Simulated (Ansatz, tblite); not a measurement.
Removing and adding an electron: Ga₈As₈H₂₂, a nanocrystal cut from wurtzite GaAs (hydrogen-capped). Charge 0, multiplicity 1. Geometry: PBE-D4/def2-SVP. Ansatz, gas phase; energy differences of separate SCF runs; the oxidised species was run as a doublet alone; the reduced species was run as a doublet alone.

```
atom    x (Å)    y (Å)    z (Å)
 Ga1   0.9972   3.6424   2.8861
 As2   2.8133   3.1328   1.1729
 As3  -0.3827   1.6248   2.3352
 Ga4  -1.3672   1.7165   0.0680
 Ga5   2.8022   1.1481  -0.3453
 As6   0.5795   1.2667  -1.4353
 As7  -2.8454  -0.2325  -0.2980
 Ga8  -4.0399  -0.1561  -2.4993
 Ga9   0.3694  -0.6863  -2.9466
As10  -1.9287  -0.4425  -3.8973
Ga11   0.8150  -0.4492   2.9173
As12   2.5021  -0.8001   1.1385
As13  -0.8687  -2.2263   2.3825
Ga14  -1.8365  -2.4489   0.0819
Ga15   2.3336  -3.0108  -0.0591
As16   0.2041  -2.5330  -1.3188
 H17   0.2728   4.9446   2.3715
 H18   1.6764   3.4530   4.2968
 H19   3.0441   4.3464   0.2770
 H20   4.1834   3.1402   1.8443
 H21  -1.5832   1.6560   3.2803
 H22  -2.0536   3.0979  -0.2643
 H23   4.0306   1.0970  -1.3304
 H24   0.6622   2.4754  -2.3650
 H25  -3.9231  -0.1088   0.7785
 H26  -4.5490   1.3087  -2.7831
 H27  -4.8682  -1.4830  -2.7011
 H28   1.4969  -0.8133  -4.0396
 H29  -1.8365   0.6671  -4.9407
 H30  -2.1027  -1.5989  -4.8775
 H31   1.3379  -0.5581   4.3999
 H32   3.8117  -0.8633   1.9218
 H33  -2.0315  -2.0677   3.3579
 H34  -0.3733  -3.5813   2.8749
 H35  -2.8078  -3.6846  -0.0331
 H36   3.5174  -3.1102  -1.0960
 H37   1.9826  -4.0988   1.0364
 H38  -0.0345  -3.7638  -2.1911
```

The xTB rows come from tblite. Correlated methods freeze 144 core orbitals; core or outer-core shells of Ga, As are correlated, in sets that lack core-valence functions. Single mean-field runs in def2-SVP are fitted with def2-universal-jkfit. HOMO above LUMO, or a gap near zero within one spin, warns that the state may not be the lowest or that an electron is smeared out.

Problem. Estimate orbital energies and vertical ionisation energies and electron affinities at: GFN1-xTB; GFN2-xTB; PBE-D4/def2-SVP; PBE0-D4/def2-SVP; PBE-QIDH/def2-SVP.

Solution. 
```json
{"level": "GFN1-xTB", "−HOMO (eV)": "10.57", "vertical IE (eV)": "12.01", "−LUMO (eV)": "6.58", "vertical EA (eV)": "5.17", "HOMO–LUMO gap (eV)": "3.99", "IE − EA (eV)": "6.84", "remarks": "–"}
{"level": "GFN2-xTB", "−HOMO (eV)": "10.73", "vertical IE (eV)": "12.15", "−LUMO (eV)": "6.50", "vertical EA (eV)": "5.17", "HOMO–LUMO gap (eV)": "4.23", "IE − EA (eV)": "6.98", "remarks": "–"}
{"level": "PBE-D4/def2-SVP", "−HOMO (eV)": "5.94", "vertical IE (eV)": "7.54", "−LUMO (eV)": "2.04", "vertical EA (eV)": "0.69", "HOMO–LUMO gap (eV)": "3.90", "IE − EA (eV)": "6.86", "remarks": "HOMO above zero (-1 doublet), gap within one spin near zero (+1 doublet), gap within one spin near zero (-1 doublet)"}
{"level": "PBE0-D4/def2-SVP", "−HOMO (eV)": "6.91", "vertical IE (eV)": "8.04", "−LUMO (eV)": "1.35", "vertical EA (eV)": "0.43", "HOMO–LUMO gap (eV)": "5.57", "IE − EA (eV)": "7.61", "remarks": "HOMO above zero (-1 doublet)"}
{"level": "PBE-QIDH/def2-SVP", "−HOMO (eV)": "–", "vertical IE (eV)": "8.40", "−LUMO (eV)": "–", "vertical EA (eV)": "0.13", "HOMO–LUMO gap (eV)": "–", "IE − EA (eV)": "8.27", "remarks": "–"}
```

   A HOMO above zero means that the electron is unbound at that level or that self-interaction error raises the level; the energy of removing that electron tells which. Raw xTB energy differences between charge states are shifted by several eV; the methods need an empirical correction for them. Sets without diffuse functions give affinities that are too small.
